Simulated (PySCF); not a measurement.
Computed IR spectrum (relative IR intensity) of a molecule C₄H₅F₃. Geometry: PBE-D3(BJ)/def2-SVP. The values are those of a single conformer. Calculation: PBE-D3(BJ)/def2-SVP in PySCF 2.14.0. Frequencies are harmonic and unscaled.

ν (cm⁻¹): 559 (w), 913 (w), 971 (w), 1129 (vs), 1136 (s), 1173 (vs), 1315 (m), 1351 (w), 1372 (w), 1393 (vw), 1416 (w), 2975 (vw), 3091 (vw) (against the strongest line: vs over 80 %, s over 45 %, m over 15 %, w over 4 %, vw less)

**Question.** Which molecule gave these data?
(A) C[C@]1(F)CC1(F)F
(B) FC(F)[C@H]1C[C@H]1F
(C) C=C(C)C(F)(F)F
(D) C[C@@]1(F)[C@H](F)[C@@H]1F

**Answer.** C, C=C(C)C(F)(F)F
